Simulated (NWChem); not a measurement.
CH$_{6}$SiTe; SMILES C[Te][SiH3]

```xyz
9

Te    -0.3614     0.4829     0.0000
C      1.7284     1.0539     0.0000
H      2.2199     0.6784    -0.9059
H      2.2222     0.6698     0.9009
H      1.7534     2.1513     0.0053
Si     0.1175    -1.9668     0.0000
H      0.8956    -2.3693     1.2116
H      0.8933    -2.3703    -1.2127
H     -1.2060    -2.6573     0.0015
```
Atoms are numbered in this order, from 1.

Program: NWChem. The geometry was optimised at PBE0/def2-SVP. def2 effective core potentials on Te; no spin-orbit coupling. Ions are spin-unrestricted doublets at the neutral geometry; other ion states weren't tried.

Q: Predict the results for Hartree-Fock/def2-SVP. Quantities: vertical ionisation energy, ΔSCF (eV); −ε(HOMO) (eV).

A: 
* **vertical ionisation energy, ΔSCF (eV)**: 7.29
* **−ε(HOMO) (eV)**: 8.31
